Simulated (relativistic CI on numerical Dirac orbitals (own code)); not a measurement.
## Dy: calculation against measurement

Method of calculation: Dirac-Coulomb-Breit CI, orbitals from a KLI potential per configuration, model QED, valence Slater integrals scaled by 0.85, P86 correlation energy added to each configuration (own radial code, finite nucleus).

CI space (outside the closed core [Xe]): 4f10 6s2, 4f10 6s 6p, 4f9 6s2 6p, 4f10 7s2, 4f11 6s, 4f12. The list is cut by size and lacks configurations that can hold low levels.

```tsv
Configuration	Term (tabulated)	J	Measured (cm⁻¹)	Computed	Error	Purity (%)
4f10 6s2	5I	8	0.0	0	0	93
4f10 6s2	5I	7	4134.2	4234	100	97
4f10 6s2	5I	6	7050.6	7211	160	95
4f10 6s2	5I	5	9211.6	9397	186	91
4f10 6s2	5I	4	10925.3	11127	201	89
```

Measured levels from NIST Handbook of Basic Atomic Spectroscopic Data (Sansonetti and Martin, J. Phys. Chem. Ref. Data 34, 1559 (2005)); pairs were made by configuration, J and term (by order where the table uses no LS term), so strongly mixed levels may be paired wrongly.

Mean error by configuration (cm⁻¹): 4f10 6s2 162. Over the excited levels the mean absolute error is 162 cm⁻¹ (4 of the 29 excited levels that our extract of the source holds in range could be paired, and the others can miss by more), and the median relative error of those above 1,000 cm⁻¹ is 2.1 %.
